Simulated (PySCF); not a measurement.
Zr(Cl)3(OH) (Cl3HOZr), SMILES [Cl][Zr]([Cl])([Cl])[OH], multiplicity 1. The structure is a stationary point at B3LYP-D3(BJ)/def2-SVP. The spin state was assumed, not searched. The isomer is the one that the SMILES or the coordinates give; other isomers of the formula were not compared. The def2 effective core potentials stand for the cores of Zr; spin–orbit coupling is left out. Other conformers were not sampled.

Level of theory: B3LYP-D3(BJ)/def2-SVP run with PySCF.

Harmonic wavenumbers (cm⁻¹): 97, 97, 111, 146, 146, 321, 322, 376, 417, 417, 766, 3942. Rotational constants (GHz): 1.327, 1.327, 0.9611; symmetry number 3.

Q: Work out the zero-point energy and the ideal-gas rigid-rotor harmonic-oscillator thermochemistry at 298.15 K and 1 atm.

A: ZPE = ½ Σ hcν = ½ × 7158 cm⁻¹ = 42.81 kJ/mol. H − E(el) = 66.62 kJ/mol. Entropy in J/(mol K): translation 175.70, rotation 114.84, vibration 89.65, total 380.19. G − E(el) = -46.73 kJ/mol. Cp = 108.64 J/(mol K). Modes under 150 cm⁻¹ make the vibrational entropy uncertain.
